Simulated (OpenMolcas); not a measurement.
## 4s2 4p along the 31-electron sequence

```yaml
Program: OpenMolcas
Method: MS-CASPT2, IPEA 0.25 Eh, imaginary shift 0.1 Eh
Basis: ANO-R3
Scalar_Hamiltonian: X2C, finite nucleus
Spin-orbit_coupling: RASSI with atomic mean-field integrals over the reference wave functions, term energies averaged over their components
```

Active space for each ion: 3 electrons in 4 orbitals (4s 4p); closed shells correlated by CASPT2: 3d.

Computed levels in cm-1 above 2P* 1/2:

```csv
Level,As2+,Se3+,Br4+,Kr5+
2P* 3/2,2640,3890,5430,7270
weight of 2P* in the lowest level (%),100,100,100,100
```

Measured, with the error of the calculation in %. Measured levels: As2+, Se3+, Br4+ from Moore, Atomic Energy Levels, vol. II, NSRDS-NBS 35 (1971 reprint of NBS Circular 467, 1952); Kr5+ from Saloman, J. Phys. Chem. Ref. Data 36, 215 (2007).

```tsv
Level	As2+	Se3+	Br4+	Kr5+
2P* 3/2	2940 (-10.3)	4376 (-11.0)	6090 (-10.8)	8110 (-10.3)
```

The fine-structure level 2P* 3/2 changes by a factor of 2.75 from As2+ to Kr5+. Its fourth root runs 7.17, 7.90, 8.58, 9.23, with steps per unit of Z of 0.73, 0.69, 0.65; equal steps would mean a (Z - σ)^4 law with constant σ.

Over all roots computed the reference weight is 0.88 to 0.96 in As2+, 0.88 to 0.97 in Se3+, 0.88 to 0.97 in Br4+, 0.89 to 0.98 in Kr5+; the roots of lowest weight are the least certain, and an intruder state may touch them. Computed and measured levels are paired by configuration, term and J; levels that our copy of the source lacks, or whose pairing is in doubt (as where it misses far off the trend of its configuration), stay unpaired and out of the deviations. Levels of configurations outside the active space are missing.

* marks odd parity.
